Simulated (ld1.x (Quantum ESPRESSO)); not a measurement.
# Varying the ultrasoft potential for Si

Base potential:

silicon (Si), ultrasoft, made with ld1.x (Quantum ESPRESSO) 7.5 (LDA (PZ), fully relativistic). Core [Ne], reference 3s2 3p2. Waves: 3s (bound): rcut 1.80, rcutus 2.00 bohr; 3s channel at 0.1 Ry: rcut 1.80, rcutus 2.00 bohr; 3p (bound): rcut 2.00, rcutus 2.50 bohr; 3p channel at 2.55 Ry: rcut 2.00, rcutus 2.50 bohr. Local part: all-electron potential smoothed inside 1.55 bohr (lloc = -1). Core correction: none. Augmentation charge: PSQ, inside the norm-conserving radii.

Open shells are filled in proportion to 2j + 1 (rel_dist='average').

All-electron outer shells of the reference configuration (LDA (PZ), scalar-relativistic, ld1.x):

| shell | level (eV) | outermost node (bohr) | outermost maximum (bohr) |
| --- | --- | --- | --- |
| 2s | -138.73 | 0.15 | 0.45 |
| 2p | -95.60 | – | 0.39 |
| 3s | -10.88 | 0.72 | 1.77 |
| 3p | -4.17 | 0.72 | 2.14 |

Cutoffs, loose and tight: the cutoffs (Ry, on a coarse ladder) from which the occupation-weighted sum of valence levels, in a spherical-Bessel basis at the reference potential, stays within 10 and 1 mRy of its value at 400 Ry. They do not see the model core or the augmentation charge, which bear on the density cutoff. Test errors are all-electron minus pseudo excitation energies from the reference, over the configurations 3s2 3p1; 3s2 3p0; 3s1 3p0; 3s1 3p2; 3s2 3p2.3; 3s2 3p1.5; 3s0 3p4. A dash means not determined; rows that change the core or the reference have their own tests.

Cutoffs are not given where the Bessel-basis levels miss the radial ones by over 6 mRy, ghosts where they miss by over 20 mRy; a channel whose overlap is not positive is not tested.

A file whose overlap is not positive is unfit for use, and its test errors describe a broken file.

```tsv
change	outcome	bound ghosts	largest test error (meV)
base	generated, overlap not positive	not determined (overlap not positive)	+201
core correction a·sin(br)/r model core inside 0.76 bohr	generated, overlap not positive	not determined (overlap not positive)	-12
core correction a·sin(br)/r model core inside 0.98 bohr	generated, overlap not positive	not determined (overlap not positive)	+12
core correction a·sin(br)/r model core inside 1.44 bohr	generated, overlap not positive	not determined (overlap not positive)	+56
core correction a·sin(br)/r model core inside 1.54 bohr	generated, overlap not positive	not determined (overlap not positive)	+77
core correction a·sin(br)/r model core inside 1.74 bohr	generated, overlap not positive	not determined (overlap not positive)	+127
core correction a·sin(br)/r model core inside 2.20 bohr	generated, overlap not positive	not determined (overlap not positive)	+187
core correction a·sin(br)/r model core inside 2.46 bohr	generated, overlap not positive	not determined (overlap not positive)	+196
```

Task: What comes out with this change to the base: core correction a·sin(br)/r model core inside 1.16 bohr?

Result: outcome: generated, overlap not positive; bound ghosts: not determined (overlap not positive); largest test error (meV): +18. A file whose overlap is not positive is unfit for use, and its test errors describe a broken file.

Task: What comes out with this change to the base: core correction a·sin(br)/r model core inside 1.94 bohr?

Result: outcome: generated, overlap not positive; bound ghosts: not determined (overlap not positive); largest test error (meV): +164. A file whose overlap is not positive is unfit for use, and its test errors describe a broken file.
